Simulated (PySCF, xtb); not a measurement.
BrF2HOSn, SMILES [OH][Sn]([F])([F])[Br].

GFN2-xTB (xtb) at its own geometry gives an orbital gap of 2.78 eV and a dipole moment of 2.59 D.

Coordinates come from a B3LYP-D3(BJ)/def2-SVP optimisation. The def2 effective core potentials stand for the cores of Sn; spin–orbit coupling is left out. The values are those of a single conformer.

Q: What does B3LYP/def2-TZVP (PySCF) give? (Estimate from the structure and the level; the computed values follow.)

A: gap 5.61 eV (levels -9.29 and -3.68 eV), dipole 1.31 D.
